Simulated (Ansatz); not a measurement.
Relaxation of BFH₅NO (9 atoms, charge 0, multiplicity 1), to a largest force component of 0.03 eV/Å in at most 50 steps.

Computed with RKS PBE0/def2-SVP (Ansatz).

```xyz
9
Properties=species:S:1:pos:R:3
B 0.132 0.534 -0.185
O -0.220 -0.321 2.256
H -1.114 -0.555 1.981
H 1.128 -0.110 -0.374
F -1.070 0.037 -0.485
N 0.193 1.927 0.290
H 1.079 2.400 0.401
H -0.611 2.540 0.235
H -0.190 0.652 2.117
```

Task: Where does it end, and by what steps?

Result: The forces met the threshold. After 7 steps the energy has fallen by 0.099 eV; O2 moved furthest, 0.16 Å.

```json
{"step": "0", "energy less start (eV)": "0.0000", "largest force component (eV/Å)": "2.108", "accepted": "yes"}
{"step": "1", "energy less start (eV)": "-0.0729", "largest force component (eV/Å)": "0.985", "accepted": "yes"}
{"step": "2", "energy less start (eV)": "-0.0842", "largest force component (eV/Å)": "0.423", "accepted": "yes"}
{"step": "3", "energy less start (eV)": "-0.0922", "largest force component (eV/Å)": "0.489", "accepted": "yes"}
{"step": "4", "energy less start (eV)": "-0.0965", "largest force component (eV/Å)": "0.172", "accepted": "yes"}
{"step": "5", "energy less start (eV)": "-0.0984", "largest force component (eV/Å)": "0.069", "accepted": "yes"}
{"step": "6", "energy less start (eV)": "-0.0990", "largest force component (eV/Å)": "0.061", "accepted": "yes"}
{"step": "7", "energy less start (eV)": "-0.0994", "largest force component (eV/Å)": "0.027", "accepted": "yes"}
```

```xyz
9
Properties=species:S:1:pos:R:3
B 0.151 0.581 -0.227
O -0.300 -0.321 2.396
H -1.097 -0.549 1.901
H 1.144 -0.065 -0.444
F -1.055 0.040 -0.453
N 0.211 1.908 0.213
H 1.087 2.393 0.345
H -0.612 2.495 0.288
H -0.201 0.621 2.217
```

Whether the end is a true minimum wasn't checked by a vibrational analysis.

The run took 14 s on 1 thread of Intel(R) Xeon(R) 6975P-C (Granite Rapids) (shared host), peak memory 0.16 GiB.
